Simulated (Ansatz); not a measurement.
Species: CH7AlN2, SMILES `[CH3][Al]([NH2])[NH2]` (charge 0, multiplicity 1).

### Question
Give a relaxed geometry from Ansatz (a first-principles code) with B3LYP-D3(BJ)/def2-TZVP.

### Answer
the end point of this relaxation (outside a Z-matrix the atoms follow the SMILES, hydrogens last).
Z-matrix (Å, degrees):
```
Al
N 1 1.7772
H 2 1.0075 1 124.08
H 2 1.0076 3 109.89 1 -179.86
N 1 1.7772 2 118.38 3 179.75
H 5 1.0076 1 124.10 2 -179.64
H 5 1.0076 6 109.88 1 179.81
C 1 1.9521 2 120.92 3 -0.68
H 8 1.0925 1 112.04 2 16.38
H 8 1.0931 9 107.54 1 -123.08
H 8 1.0937 9 107.21 10 -114.61
```
